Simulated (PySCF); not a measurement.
A structure optimised at r2SCAN-D4/def2-SVP, used in a PySCF frequency run:

```xyz
16

C      0.3224     2.7574     0.0000
O     -0.6712     1.7582     0.0000
C     -0.2763     0.4603     0.0000
C     -1.3076    -0.4956     0.0000
C     -0.9998    -1.8530     0.0000
C      0.3347    -2.2822     0.0000
C      1.3544    -1.3301     0.0000
C      1.0632     0.0400     0.0000
H     -0.2048     3.7202     0.0000
H      0.9631     2.6971    -0.8986
H      0.9631     2.6971     0.8986
H     -2.3413    -0.1402     0.0000
H     -1.8114    -2.5869     0.0000
H      0.5733    -3.3490     0.0000
H      2.4012    -1.6492     0.0000
H      1.8807     0.7633     0.0000
```

Question: Write its SMILES, formula and point group.

Answer: COc1ccccc1, C7H8O, Cs

Question: What are its rotational constants (standard atomic weights)?

Answer: 5.0144, 1.5644, 1.2016 GHz
